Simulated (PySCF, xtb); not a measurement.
SiFI, SMILES F[Si]I (connectivity only; charge and spin as stated), neutral, multiplicity 1.

Harmonic wavenumbers (cm⁻¹) from GFN2-xTB in xtb at its own minimum, in rising order: 200, 397, 764.

Task: What does PBE0-D3(BJ)/def2-TZVP (PySCF) give at its own minimum? (Estimate from the structure and the level; the computed values follow.)

Result: 190, 366, 855. Paired by order, the mean absolute difference is 44 cm⁻¹ and the zero-point energies are 1.9 and 2.0 kcal/mol.
